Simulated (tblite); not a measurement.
Compound: C5H5N3O2.
SMILES with atom numbers: `[CH3:1][O:2][C:3](=[O:4])[c:5]1[cH:6][cH:7][n:8][n:9][n:10]1` (hydrogens: H11, H12, H13 on C1; H14 on C6; H15 on C7)

Computed with GFN2-xTB (tblite), gas phase: nudged elastic band of 9 images (0 to 8), spring 0.2 eV/Å², climbing image at the end, force threshold 0.05 eV/Å. The top image wasn't refined or checked by frequencies; at this threshold it can lie a kcal/mol or more above the true saddle point of the method.

The band describes a rotation about C3–O2 (ester carbonyl carbon, ester single-bonded oxygen), followed by the dihedral C5–C3–O2–C1, from the optimised start (180°) to a second optimised geometry at 0°.

**Question.** Give the energy profile along the converged band.

**Answer.** 
| image | dihedral (°) | E (kcal/mol) | C3–O2 (Å) | C5···C1 (Å) | largest true force (eV/Å) |
| --- | --- | --- | --- | --- | --- |
| 0 | 180 | 0.00 | 1.322 | 3.67 | 0.01 |
| 1 | -171 | 0.63 | 1.322 | 3.66 | 0.06 |
| 2 | -154 | 3.73 | 1.324 | 3.60 | 0.16 |
| 3 | -124 | 10.27 | 1.337 | 3.45 | 0.17 |
| 4 | -91 | 14.15 | 1.354 | 3.22 | 0.02 |
| 5 | -37 | 8.06 | 1.325 | 3.04 | 0.15 |
| 6 | -9 | 5.79 | 1.321 | 2.96 | 0.03 |
| 7 | -4 | 5.15 | 1.322 | 2.94 | 0.03 |
| 8 | 0 | 4.88 | 1.322 | 2.94 | 0.00 |

Barriers of this band. The top is image 4 at -91°: 14.15 kcal/mol forward and 9.27 kcal/mol back; the end lies 4.88 kcal/mol above the start. The central bond is 0.032 Å longer at the top than at the start.

Other torsions move too; by image: O2–C3–C5–C6 (180, 169, 167, 175, -178, 168, 158, 166, 180°).

**Question.** What rate follows at 298 K for crossing this barrier forward?

**Answer.** Taking the electronic barrier for the free energy of activation (no zero-point or entropy terms, transmission 1), rate = (kT/h)·exp(−ΔE/kT) ≈ 3 × 10^2 s⁻¹, whose inverse is 4 × 10^-3 s. An error of 1 kcal/mol in the barrier changes this by a factor of 5, and the method and the loose band can each miss by that much or more.

**Question.** How would the two end points share their population at 298 K, from these energies alone?

**Answer.** exp(−ΔE/kT) with ΔE = 0.212 eV gives 0.00026 for the higher one (end) against 1 for the lower, without vibrational, rotational or degeneracy terms.

**Question.** How long is the path, and how are the images spaced?

**Answer.** Cartesian distances between aligned neighbours (all atoms, Å): 0.89, 0.93, 0.91, 0.80, 1.08, 1.00, 0.89, 0.89; the sum is 7.39 Å, and the top lies 48 % of the way along.

What follows is the cost of the whole band run. Rough CPU time on one thread of a shared machine: about 15 s.
